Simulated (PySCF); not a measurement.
Simulated absorption spectrum

Compound: C₂H₉FSSi₂.
InChI=1S/C2H9FSSi2/c3-6-2(5)1-4/h2,4H,1,6H2,5H3/t2-/m0/s1

Computed with TDDFT CAM-B3LYP/def2-SVPD, vertical, gas phase, core orbitals frozen in the response in PySCF. Isolated species at its GFN2-xTB geometry (one conformer only). Torsions of this conformer, `[F:1][SiH2:2][C@H:3]([SiH3:4])[CH2:5][SH:6]`: F1–Si2–C3–Si4 61°, Si2–C3–C5–S6 -65°, H–S6–C5–C3 171°.

Computed states:

```
state  E (eV)       f
   S1    5.39  0.0022
   S2    6.07   0.029
   S3    6.63  0.0008
   S4    7.16   0.035
   S5    7.37   0.036
   S6    7.49   0.014
   S7    7.66  0.0032
   S8    7.83   0.031
```

Each state is given a Gaussian of 0.3 eV full width at half maximum, with ε(max) = 2.175×10⁸ f / Δν̃ (Δν̃ the width in cm⁻¹). The width is an assumption, not a result. The curve ends short of the highest state used, and states not computed would add to its high-energy end.

Question: Give the broadened spectrum and its maxima.

Answer: 
| λ (nm) | ε (L mol⁻¹ cm⁻¹) |
| --- | --- |
| 171.5 | 4647 |
| 174.2 | 3422 |
| 177.0 | 1521 |
| 179.7 | 388 |
| 182.5 | 82 |
| 185.2 | 71 |
| 188.0 | 72 |
| 190.7 | 51 |
| 193.5 | 85 |
| 196.2 | 356 |
| 198.9 | 1076 |
| 201.7 | 2096 |
| 204.4 | 2577 |
| 207.2 | 2102 |
| 209.9 | 1191 |
| 212.7 | 464 |
| 215.4 | 139 |
| 218.2 | 42 |
| 220.9 | 46 |
| 223.6 | 92 |
| 226.4 | 153 |
| 229.1 | 192 |
| 231.9 | 185 |
| 234.6 | 141 |
| 237.4 | 84 |
| 240.1 | 42 |
| 242.9 | 16 |
| 245.6 | 6 |
| 248.4 | 2 |
| 251.1 | 0 |

Maxima: 230 nm (5.39 eV), ε about 200, made up of S1 (100%); 204 nm (6.06 eV), ε about 2600, made up of S2 (100%); 187 nm (6.64 eV), ε about 75, made up of S3 (99%) (ε in L mol⁻¹ cm⁻¹; maxima over ε = 5, shares over 10%). At its high-energy end, 7.23 eV, the curve is still rising (ε about 4700, from S4 and S5).

Question: Coming from long wavelengths, where does ε first pass 100 L mol⁻¹ cm⁻¹?

Answer: At about 237 nm (5.24 eV), 0.15 eV below S1.

Question: On this curve, what absorbance would a 10⁻³ mol/L sample give at 248 nm over a 1 cm path?

Answer: 248 nm is 4.999 eV, where ε is about 1.9 L mol⁻¹ cm⁻¹, so A = ε c l ≈ 0.0019 (Beer–Lambert, with the gas-phase spectrum and the assumed width).

Question: What would ε be at 6.06 eV, the highest of these maxima, with half the width (0.15 eV)?

Answer: About 5140 L mol⁻¹ cm⁻¹ against 2580, a factor of about 1.99; a lone state at its own centre would give exactly 2.
